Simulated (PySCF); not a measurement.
Dipole moment and polarisability of `CO[C@@H]1CO[Si@H](Cl)O1`

C3H7ClO3Si.
Geometry (GFN2-xTB, Å), atoms numbered from 1 in this order:
```
atom  x, y, z in Å
C1     1.6880    0.2409    1.5705
O2     1.3055   -0.1325    0.2604
C3     0.0089   -0.6063    0.1626
C4    -0.2366   -1.0073   -1.3088
O5    -0.9996   -0.0057   -1.9145
Si6   -1.6816    0.9926   -0.8170
Cl7   -1.2548    2.8925   -1.1797
O8    -0.9282    0.3719    0.5000
H9     2.7169    0.5832    1.4952
H10    1.0518    1.0445    1.9503
H11    1.6270   -0.6187    2.2474
H12   -0.1472   -1.4534    0.8534
H13    0.7220   -1.0877   -1.8236
H14   -0.7771   -1.9554   -1.3657
H15   -3.0997    0.7493   -0.6524
```

Level: B3LYP/def2-SVPD (PySCF), static field, nuclei fixed, core orbitals frozen in the response. The polarisability tensor in these axes (au):

```
x   80.45 -3.35  6.86
y   -3.35 86.91 -2.31
z    6.86 -2.31 75.02
```

Problem. Give the principal values, the mean and the anisotropy Δα = √{½[(α1 − α2)² + (α2 − α3)² + (α1 − α3)²]}.

Solution. Principal values 70.36, 81.85 and 90.18 au; mean 80.79 au = 11.97 Å³ = 13.32 × 10⁻⁴⁰ C²·m²/J; Δα = 17.24 au (21 % of the mean).

Problem. What is the dipole moment, and where does it point?

Solution. (0.07, -1.43, 1.34) D, 1.96 D in size, pointing from the negative to the positive side. Measured along this direction, the outermost atoms are Cl7 at the negative end and H11 at the positive end.

Problem. Along which axes do the principal values lie, and how far do the nuclei extend along each?

Solution. Largest value along (-0.52, 0.78, -0.35), where the nuclei span 5.44 Å; middle along (0.65, 0.63, 0.44), 5.10 Å; least along (-0.56, 0.00, 0.83), 3.12 Å. The response follows the extents in order.

Problem. Sum over states: ᾱ = Σ f/ω², ω in Eh. What share falls to these 8 lowest TDDFT singlets (eV, f)? 7.30, 0.0038; 7.45, 0.0049; 7.52, 0.0192; 7.73, 0.0258; 7.79, 0.0085; 7.91, 0.0212; 8.00, 0.0401; 8.02, 0.0140.

Solution. They add up to 1.67 au, 2.1 % of the 80.79 au; the largest single term is 0.46 au, from the state at 8.00 eV. Terms in order: 0.05, 0.07, 0.25, 0.32, 0.10, 0.25, 0.46, 0.16 au. Higher excitations give the rest. The strengths listed sum to 0.137.

Problem. What molar refraction does this α imply?

Solution. Lorentz–Lorenz: R = (4π/3)N_A α = 2.5225 cm³/(mol·Å³) × 11.97 Å³ = 30.2 cm³/mol, in the limit of long wavelengths.

The structure is a single GFN2-xTB conformer in the gas phase; no vibrational or solvent corrections.
